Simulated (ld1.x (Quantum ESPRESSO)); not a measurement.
# silver, TM: configuration errors across variants

| Property | Result |
| --- | --- |
| Element | silver |
| Generator | ld1.x (Quantum ESPRESSO) 7.5 |
| Type | norm-conserving Troullier–Martins (Kleinman–Bylander form) |
| Functional | PBEsol |
| Relativity | fully relativistic |
| Frozen core | [Ar] 3d10 4s2 |
| Valence charge | 17 |
| Reference configuration | 4p6 4d10 5s1 5p0 |
| Partial waves | 4p (bound): rc 1.35 bohr; 4d (bound): rc 1.80 bohr; 5s (bound): rc 2.05 bohr |
| Local potential | the s channel |
| Core correction | none |

Open shells are filled in proportion to 2j + 1 (rel_dist='average').

All-electron excitation energies from the reference (eV): (1) 4p6 4d10 5s0 5p0 7.748; (2) 4p6 4d9 5s0 5p0 29.862; (3) 4p6 4d8 5s0 5p0 66.042; (4) 4p6 4d10 5s0.5 5p0 3.021; (5) 4p6 4d7 5s0 5p0 117.730; (6) 4p6 4d9 5s2 5p0 4.052; (7) 4p6 4d10 5s0 5p1 3.926.

Tests that are not counted but printed errors over 1 eV. “wave 5s (bound): rc 2.05 bohr becomes 5s (bound): rc 1.40 bohr”: 4p6 4d9 5s2 5p0 (solver errors, printed error -2736 eV).

Errors AE − PS in meV (a dash: test not solved or not reliable):

```csv
change,(1),(2),(3),(4),(5),(6),(7),bound ghosts
base,-8.5,-77,-381,-1.7,-950,-93,-438,none
wave 5s (bound): rc 2.05 bohr becomes 5s (bound): rc 1.40 bohr,+23,-26,-231,+0.7,-643,–,-253,none
wave 5s (bound): rc 2.05 bohr becomes 5s (bound): rc 1.58 bohr,0.0,-54,-280,+0.6,-719,+107,-311,none
wave 5s (bound): rc 2.05 bohr becomes 5s (bound): rc 1.80 bohr,-4.7,-70,-351,-0.9,-886,-61,-398,none
wave 5s (bound): rc 2.05 bohr becomes 5s (bound): rc 2.06 bohr,-8.5,-77,-381,-1.7,-950,-93,-438,none
wave 5s (bound): rc 2.05 bohr becomes 5s (bound): rc 2.62 bohr,-7.8,-86,-410,-1.4,-1012,-85,-440,none
wave 5s (bound): rc 2.05 bohr becomes 5s (bound): rc 2.82 bohr,-7.0,-94,-439,-1.2,-1073,-74,-439,none
```

**Question.** Give the same row for: wave 5s (bound): rc 2.05 bohr becomes 5s (bound): rc 3.10 bohr.

**Answer.** -6.4, -127, -537, -0.7, -1267, -41, -441; bound ghosts: none.
